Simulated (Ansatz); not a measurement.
A first, cheap relaxation of `C=C[CH2][Al]([F])[F]`.

```yaml
crystal:
  periodic: [false, false, false]
  atoms:
    - {symbol: C, position_ang: [-1.293800, -0.575000, -1.056000]}
    - {symbol: C, position_ang: [-0.331000, -1.008600, -0.340800]}
    - {symbol: C, position_ang: [0.121500, -0.301600, 0.881500]}
    - {symbol: Al, position_ang: [1.310200, 1.326500, 0.430100]}
    - {symbol: F, position_ang: [2.971400, 1.399700, 0.895400]}
    - {symbol: F, position_ang: [0.486800, 2.675900, -0.502600]}
    - {symbol: H, position_ang: [-1.646800, -1.062100, -1.948200]}
    - {symbol: H, position_ang: [-1.807400, 0.407600, -0.795200]}
    - {symbol: H, position_ang: [0.154900, -1.916600, -0.597500]}
    - {symbol: H, position_ang: [0.814800, -0.985800, 1.494200]}
    - {symbol: H, position_ang: [-0.715100, -0.017100, 1.559800]}
basis:
  gaussian: {orbitals: def2-SVP}
hamiltonian: {xc: pbe, dispersion: d4}
relax: {f_tol: 0.03, max_steps: 200}
```

```sh
$ ansatz run in.yaml --threads 4 --pin off --events-out ev --progress --plain
```

Shortened log:

```
Functional definition: PBE
mean field -15203.93319497 eV, -558.7342393192 hartree, gradient 1.1e-5 eV, S^2 0.000000; 0 other end points of the search recorded, 0 dependent functions left out
relax step   1: F+E_penalty+E_count = -15204.14950499 eV  Δ(F+E_penalty+E_count) = +0.000e0 eV  max|allowed force component| = 3.934e0 eV/Å  Δτ_max = 0.0000 Å  (32 SCF iters, accepted)
mean field -15204.54561302 eV, -558.7567452674 hartree, gradient 1.7e-5 eV, S^2 0.000000; 0 other end points of the search recorded, 0 dependent functions left out
relax step   2: F+E_penalty+E_count = -15204.76241426 eV  Δ(F+E_penalty+E_count) = -6.129e-1 eV  max|allowed force component| = 1.361e0 eV/Å  Δτ_max = 0.1428 Å  (30 SCF iters, accepted)
mean field -15204.60469621 eV, -558.7589165344 hartree, gradient 6.8e-6 eV, S^2 0.000000; 0 other end points of the search recorded, 0 dependent functions left out
relax step   3: F+E_penalty+E_count = -15204.81955033 eV  Δ(F+E_penalty+E_count) = -5.714e-2 eV  max|allowed force component| = 1.114e0 eV/Å  Δτ_max = 0.1941 Å  (37 SCF iters, accepted)
mean field -15204.68546432 eV, -558.7618847077 hartree, gradient 2.7e-5 eV, S^2 0.000000; 0 other end points of the search recorded, 0 dependent functions left out
relax step   4: F+E_penalty+E_count = -15204.90271040 eV  Δ(F+E_penalty+E_count) = -8.316e-2 eV  max|allowed force component| = 1.852e-1 eV/Å  Δτ_max = 0.1021 Å  (30 SCF iters, accepted)
mean field -15204.70345570 eV, -558.7625458789 hartree, gradient 8.0e-6 eV, S^2 0.000000; 0 other end points of the search recorded, 0 dependent functions left out
relax step   5: F+E_penalty+E_count = -15204.92049076 eV  Δ(F+E_penalty+E_count) = -1.778e-2 eV  max|allowed force component| = 1.592e-1 eV/Å  Δτ_max = 0.0619 Å  (31 SCF iters, accepted)
mean field -15204.71480252 eV, -558.7629628668 hartree, gradient 8.6e-6 eV, S^2 0.000000; 0 other end points of the search recorded, 0 dependent functions left out
relax step   6: F+E_penalty+E_count = -15204.93123638 eV  Δ(F+E_penalty+E_count) = -1.075e-2 eV  max|allowed force component| = 2.442e-1 eV/Å  Δτ_max = 0.0931 Å  (31 SCF iters, accepted)
mean field -15204.72088003 eV, -558.7631862110 hartree, gradient 7.9e-6 eV, S^2 0.000000; 0 other end points of the search recorded, 0 dependent functions left out
relax step   7: F+E_penalty+E_count = -15204.93704237 eV  Δ(F+E_penalty+E_count) = -5.806e-3 eV  max|allowed force component| = 2.504e-1 eV/Å  Δτ_max = 0.0735 Å  (31 SCF iters, accepted)
mean field -15204.73221026 eV, -558.7636025893 hartree, gradient 9.7e-6 eV, S^2 0.000000; 0 other end points of the search recorded, 0 dependent functions left out
relax step   8: F+E_penalty+E_count = -15204.94730087 eV  Δ(F+E_penalty+E_count) = -1.026e-2 eV  max|allowed force component| = 4.882e-1 eV/Å  Δτ_max = 0.1969 Å  (31 SCF iters, accepted)
mean field -15204.73854872 eV, -558.7638355237 hartree, gradient 8.3e-6 eV, S^2 0.000000; 0 other end points of the search recorded, 0 dependent functions left out
relax step   9: F+E_penalty+E_count = -15204.95386043 eV  Δ(F+E_penalty+E_count) = -6.560e-3 eV  max|allowed force component| = 4.445e-1 eV/Å  Δτ_max = 0.0953 Å  (31 SCF iters, accepted)
mean field -15204.75167595 eV, -558.7643179405 hartree, gradient 9.2e-6 eV, S^2 0.000000; 0 other end points of the search recorded, 0 dependent functions left out
relax step  10: F+E_penalty+E_count = -15204.96722223 eV  Δ(F+E_penalty+E_count) = -1.336e-2 eV  max|allowed force component| = 1.331e-1 eV/Å  Δτ_max = 0.1569 Å  (30 SCF iters, accepted)
mean field -15204.75512919 eV, -558.7644448446 hartree, gradient 9.7e-6 eV, S^2 0.000000; 0 other end points of the search recorded, 0 dependent functions left out
relax step  11: F+E_penalty+E_count = -15204.97146040 eV  Δ(F+E_penalty+E_count) = -4.238e-3 eV  max|allowed force component| = 2.143e-1 eV/Å  Δτ_max = 0.1816 Å  (31 SCF iters, accepted)
mean field -15204.75655625 eV, -558.7644972880 hartree, gradient 9.5e-6 eV, S^2 0.000000; 0 other end points of the search recorded, 0 dependent functions left out
relax step  12: F+E_penalty+E_count = -15204.97357686 eV  Δ(F+E_penalty+E_count) = -2.116e-3 eV  max|allowed force component| = 3.040e-1 eV/Å  Δτ_max = 0.1479 Å  (31 SCF iters, accepted)
mean field -15204.76110285 eV, -558.7646643726 hartree, gradient 6.7e-6 eV, S^2 0.000000; 0 other end points of the search recorded, 0 dependent functions left out
relax step  13: F+E_penalty+E_count = -15204.97825385 eV  Δ(F+E_penalty+E_count) = -4.677e-3 eV  max|allowed force component| = 1.349e-1 eV/Å  Δτ_max = 0.0260 Å  (32 SCF iters, accepted)
mean field -15204.76295633 eV, -558.7647324866 hartree, gradient 7.1e-6 eV, S^2 0.000000; 0 other end points of the search recorded, 0 dependent functions left out
relax step  14: F+E_penalty+E_count = -15204.98091063 eV  Δ(F+E_penalty+E_count) = -2.657e-3 eV  max|allowed force component| = 6.912e-2 eV/Å  Δτ_max = 0.0605 Å  (31 SCF iters, accepted)
mean field -15204.76538743 eV, -558.7648218279 hartree, gradient 7.5e-6 eV, S^2 0.000000; 0 other end points of the search recorded, 0 dependent functions left out
relax step  15: F+E_penalty+E_count = -15204.98398749 eV  Δ(F+E_penalty+E_count) = -3.077e-3 eV  max|allowed force component| = 9.511e-2 eV/Å  Δτ_max = 0.0848 Å  (31 SCF iters, accepted)
mean field -15204.76814446 eV, -558.7649231468 hartree, gradient 2.5e-5 eV, S^2 0.000000; 0 other end points of the search recorded, 0 dependent functions left out
relax step  16: F+E_penalty+E_count = -15204.98784431 eV  Δ(F+E_penalty+E_count) = -3.857e-3 eV  max|allowed force component| = 2.212e-1 eV/Å  Δτ_max = 0.1391 Å  (30 SCF iters, accepted)
mean field -15204.77117357 eV, -558.7650344646 hartree, gradient 7.1e-6 eV, S^2 0.000000; 0 other end points of the search recorded, 0 dependent functions left out
relax step  17: F+E_penalty+E_count = -15204.99151153 eV  Δ(F+E_penalty+E_count) = -3.667e-3 eV  max|allowed force component| = 1.982e-1 eV/Å  Δτ_max = 0.0698 Å  (31 SCF iters, accepted)
mean field -15204.76972039 eV, -558.7649810611 hartree, gradient 9.7e-6 eV, S^2 0.000000; 0 other end points of the search recorded, 0 dependent functions left out
relax step  18: F+E_penalty+E_count = -15204.99245087 eV  Δ(F+E_penalty+E_count) = -9.393e-4 eV  max|allowed force component| = 1.921e-1 eV/Å  Δτ_max = 0.1949 Å  (30 SCF iters, accepted)
mean field -15204.76952281 eV, -558.7649738004 hartree, gradient 8.4e-6 eV, S^2 0.000000; 0 other end points of the search recorded, 0 dependent functions left out
relax step  19: F+E_penalty+E_count = -15204.99221202 eV  Δ(F+E_penalty+E_count) = +2.389e-4 eV  max|allowed force component| = 3.582e-1 eV/Å  Δτ_max = 0.0748 Å  (32 SCF iters, rejected (line search))
mean field -15204.77420239 eV, -558.7651457719 hartree, gradient 7.6e-6 eV, S^2 0.000000; 0 other end points of the search recorded, 0 dependent functions left out
relax step  20: F+E_penalty+E_count = -15204.99700095 eV  Δ(F+E_penalty+E_count) = -4.550e-3 eV  max|allowed force component| = 4.280e-2 eV/Å  Δτ_max = 0.0357 Å  (32 SCF iters, accepted)
mean field -15204.77477851 eV, -558.7651669437 hartree, gradient 7.5e-6 eV, S^2 0.000000; 0 other end points of the search recorded, 0 dependent functions left out
relax step  21: F+E_penalty+E_count = -15204.99730555 eV  Δ(F+E_penalty+E_count) = -3.046e-4 eV  max|allowed force component| = 5.740e-2 eV/Å  Δτ_max = 0.0526 Å  (32 SCF iters, accepted)
mean field -15204.77439151 eV, -558.7651527218 hartree, gradient 7.3e-6 eV, S^2 0.000000; 0 other end points of the search recorded, 0 dependent functions left out
relax step  22: F+E_penalty+E_count = -15204.99733207 eV  Δ(F+E_penalty+E_count) = -2.652e-5 eV  max|allowed force component| = 6.523e-2 eV/Å  Δτ_max = 0.0312 Å  (32 SCF iters, accepted)
mean field -15204.77507304 eV, -558.7651777675 hartree, gradient 7.4e-6 eV, S^2 0.000000; 0 other end points of the search recorded, 0 dependent functions left out
relax step  23: F+E_penalty+E_count = -15204.99786424 eV  Δ(F+E_penalty+E_count) = -5.322e-4 eV  max|allowed force component| = 2.025e-2 eV/Å  Δτ_max = 0.0158 Å  (32 SCF iters, accepted)
mean field -15204.77507304 eV, -558.7651777675 hartree, gradient 1.6e-5 eV, S^2 0.000000; 1 other end points of the search recorded, 0 dependent functions left out
Total energy: -15204.99790618 eV, -558.7733667343 hartree
Atom 0 at    -0.951575    -0.330320    -1.097178 Å, force     0.016251     0.020248    -0.008007 eV/Å
Atom 1 at    -0.211823    -0.923454    -0.115417 Å, force    -0.001438     0.000885    -0.011066 eV/Å
Atom 2 at     0.049312    -0.341431     1.240621 Å, force     0.000098     0.006100     0.004581 eV/Å
Atom 3 at     0.936763     1.052612     0.197225 Å, force    -0.007007    -0.010995     0.015098 eV/Å
Atom 4 at     2.491275     0.888624    -0.405133 Å, force    -0.003012     0.002452    -0.005306 eV/Å
Atom 5 at     0.161035     2.520652    -0.037450 Å, force     0.002920    -0.007391    -0.004311 eV/Å
Atom 6 at    -0.993612    -0.755107    -2.110646 Å, force    -0.005592    -0.006586     0.002802 eV/Å
Atom 7 at    -1.559033     0.572751    -0.906670 Å, force    -0.002575    -0.012039     0.004064 eV/Å
Atom 8 at     0.379061    -1.816869    -0.393558 Å, force    -0.003333     0.006370     0.002349 eV/Å
Atom 9 at     0.616086    -1.000713     1.917664 Å, force    -0.000273     0.000162     0.001095 eV/Å
Atom 10 at    -0.851989     0.076155     1.731243 Å, force     0.003960     0.000794    -0.001298 eV/Å
Dipole moment:    -0.280442    -0.464613     0.138954 e Å
```

It took 16 s on 4 threads of a server CPU on a shared host, with 0.18 GiB of host memory at the peak.
